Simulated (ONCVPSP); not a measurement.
hydrogen (H): one change to an ONCV potential, before and after

* Element: H (Z = 1)
* Generator: ONCVPSP 4.0.1
* Type: optimised norm-conserving Vanderbilt (ONCV)
* Functional: PBE
* Relativity: scalar-relativistic
* Frozen core: none
* Valence charge: 1
* Reference configuration: 1s1
* Partial waves: 1s: rc 1.30 bohr, ncon 4, nbas 8, qcut 4.8 1/bohr, 2 projectors, debl 2.2 Ha; p scattering state at 0.22 Ha: rc 1.30 bohr, ncon 3, nbas 6, qcut 6 1/bohr, 2 projectors, debl 2.2 Ha
* Local potential: polynomial inside 1.00 bohr (lpopt 5, dvloc0 2 Ha)
* Core correction: none

Change: all radii scaled by about 0.91 (s 1.18, p 1.18 bohr); local potential polynomial inside 0.90 bohr (lpopt 5, dvloc0 2 Ha).

Cutoffs: the cutoffs (Ha) at which the residual kinetic energy of the hardest occupied pseudo-wave falls to 1 and 0.1 mHa per electron; they do not see the model core or the augmentation charge, which bear on the density cutoff. Errors are all-electron minus pseudo energies relative to the spin-unpolarised reference configuration.

How do hardness, ghosts and transferability respond?

The potential gets harder (11 Ha and 63 Ha → 13 Ha and 99 Ha); neither file shows a bound ghost. A smaller radius makes the pseudo-wave follow the all-electron one further in, where it bends more sharply, so more plane waves are needed.

```
                         quantity   base  changed
                    cutoff, loose  11 Ha    13 Ha
                    cutoff, tight  63 Ha    99 Ha
                     bound ghosts   none     none
      GHOST(+) flags under 300 eV   none     none
error for 1s0.5, meV [ΔE 4.76 eV]   +4.6     +3.4
```
